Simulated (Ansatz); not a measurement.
Consider the isomerisation: `[SiH3]C=C=C[SiH3]` → `C#C[SiH2][SiH2]C`.

Calculated with Ansatz (gas phase, PBE0-D4/def2-TZVP geometries, no zero-point term in ΔE). CBS: MP2 limit from def2 TZ/QZ plus the TZ coupled-cluster correction, frozen cores. Each species was taken in one conformer, which may not be the lowest.

`[SiH3]C=C=C[SiH3]`:

```xyz
13

Si   -2.173   -0.702    1.093
C    -1.428    0.423   -0.187
C    -0.169    0.748   -0.143
C     1.104    1.013   -0.087
Si    2.348   -0.072   -0.945
H    -3.268   -0.008    1.823
H    -2.753   -1.908    0.443
H    -1.114   -1.109    2.049
H    -2.044    0.824   -0.990
H     1.433    1.886    0.473
H     1.632   -1.188   -1.611
H     3.110    0.709   -1.956
H     3.322   -0.617    0.038
```

`C#C[SiH2][SiH2]C`:

```xyz
13

C     1.296    1.383    2.333
C     1.424    0.905    1.233
Si    1.532    0.142   -0.425
Si   -0.405   -1.132   -0.760
C    -1.936   -0.083   -0.496
H     1.192    1.809    3.305
H     1.642    1.231   -1.432
H     2.764   -0.687   -0.491
H    -0.383   -2.276    0.193
H    -0.380   -1.692   -2.142
H    -1.933    0.343    0.510
H    -1.972    0.739   -1.214
H    -2.842   -0.681   -0.615
```

| level | ΔE (kJ/mol) |
| --- | --- |
| CCSD/def2-TZVPP | -33.2 |
| CCSD(T)/def2-TZVPP | -32.8 |

(1) What does CCSD(T)/CBS give? (Estimate.)

Largest T1 diagnostic among the species: 0.013.

Answers

(1) The calculation gave: -35.6 kJ/mol. The listed levels differ from it by 2.4, 2.8 kJ/mol.

In def2-TZVPP, CCSD(T) changes the Hartree–Fock value by −12.2 kJ/mol (the triples alone add +0.4 kJ/mol) and MP2 by −16.7 kJ/mol.
